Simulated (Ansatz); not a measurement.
Basis-set extrapolation for C₂H₁₂AlNSi (`[CH3][AlH-]([CH3])[NH2+][SiH3]`) (PBE0-D4/def2-TZVP geometry, frozen core, Ansatz). Multiplicity 1, RHF reference.

|  | def2-TZVPP | def2-QZVPP |
| --- | --- | --- |
| HF | -668.144169 | -668.167494 |
| MP2 correlation | -0.810806 | -0.864789 |
| CCSD(T) correlation | -0.913075 | not run |

Energies in hartree. Use E(X) = E(∞) + A·exp(−7.88·√X) for Hartree–Fock and E(X) = E(∞) + B·X^(−2.97) for correlation, with X = 3 and 4, and add CCSD(T) minus MP2 of the smaller set to the MP2 limit.

What is the CCSD(T) energy at the basis-set limit?

HF limit: -668.167494 + (-0.023325) × 0.13774 = -668.17071. MP2 limit: -0.864789 + (-0.053983) × 0.74074 = -0.90478. Higher-order term: -0.913075 − (-0.810806) = -0.10227. Total: -669.17776 hartree, 316.4 kJ/mol below CCSD(T)/def2-TZVPP.
